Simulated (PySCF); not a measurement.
PW91 on P⁺ (phosphorus, charge +1), [Ne] 3s2 3p1 4s1, high-spin 3P determinant (an excited configuration). Computed with PySCF 2.14 in aug-cc-pV(5+d)Z (8s7p6d4f3g2h, 136 functions), with the non-relativistic Hamiltonian (point nucleus).

```
cycle= 1 E= -340.484347478571  delta_E= -0.0139  |g|= 0.0214  |ddm|= 7.58
cycle= 2 E= -340.486785709689  delta_E= -0.00244  |g|= 0.0127  |ddm|= 0.387
cycle= 3 E= -340.487135009101  delta_E= -0.000349  |g|= 0.00376  |ddm|= 0.181
cycle= 4 E= -340.487156245946  delta_E= -2.12e-05  |g|= 0.00157  |ddm|= 0.0672
cycle= 5 E= -340.487156940718  delta_E= -6.95e-07  |g|= 0.00037  |ddm|= 0.0225
cycle= 6 E= -340.487157197214  delta_E= -2.56e-07  |g|= 1.98e-05  |ddm|= 0.00638
cycle= 7 E= -340.487157197648  delta_E= -4.34e-10  |g|= 2.06e-06  |ddm|= 0.000264
converged SCF energy = -340.487157197648  <S^2> = 2.0033243  2S+1 = 3.0022154
```

Highest occupied orbital energy: -7.103 eV; ⟨L²⟩ = 4.07; populations by l: s 6.66, p 7.00, d 0.34, f 0.00.

Task: Can this result be used?

Result: Not for this state. The calculation finished and met its thresholds. ⟨L²⟩ = 4.07 against 2 for a pure P term, so this real determinant mixes terms. The outer electron is Rydberg-like, and this basis confines it to a smaller radius and binds it less than a complete one would. The s, p, d and f populations moved away from the nominal configuration during the SCF.
